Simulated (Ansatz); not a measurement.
Consider the ligand exchange at the In–S bond: `[NH2][In]([NH2])[SH]` + NH₃ → `[NH2][In]([NH2])[NH2]` + H₂S.

Computed with Ansatz on PBE0-D4/def2-TZVP structures; ΔE is electronic, products minus reactants. CBS: MP2 limit from def2 TZ/QZ plus the TZ coupled-cluster correction, frozen cores. This one scheme is used for every species. DFT in def2-TZVPP. def2 core potentials past Kr. For In outer-core shells are correlated without core-valence functions, which leaves a few kJ/mol of doubt a bond. Each species was taken in one conformer, which may not be the lowest.

Problem. Is it downhill or uphill in electronic energy at CCSD(T)/CBS, and by how much? (Best estimate.)

Solution. The calculation gave: Uphill: ΔE = +0.90 eV.

Problem. What do these levels give: PBE-D4, r2SCAN-D4, B97M-V, PBE0-D4, ωB97X-V, BLYP, PBE0, CAM-B3LYP, HF/def2-TZVPP, CCSD/def2-TZVPP, HF/def2-QZVPP, SCS-MP2/def2-QZVPP? (An estimate is asked.)

Solution. Ansatz gave: PBE-D4 0.95, r2SCAN-D4 0.97, B97M-V 0.99, PBE0-D4 0.98, ωB97X-V 0.90, BLYP 0.89, PBE0 0.98, CAM-B3LYP 0.88, HF/def2-TZVPP 0.98, CCSD/def2-TZVPP 0.89, HF/def2-QZVPP 0.96, SCS-MP2/def2-QZVPP 0.89 eV.

Largest T1 diagnostic among the species: 0.014.

From PBE to PBE0 (25 % exact exchange), in def2-TZVPP and without D4, ΔE moves by +0.03 eV. Leaving LDA and LC-ωPBE aside and taking each functional with its dispersion term where it has one, the values, not all of them listed here, spread over 0.10 eV, from CAM-B3LYP-D4 to r2SCAN0-D4.
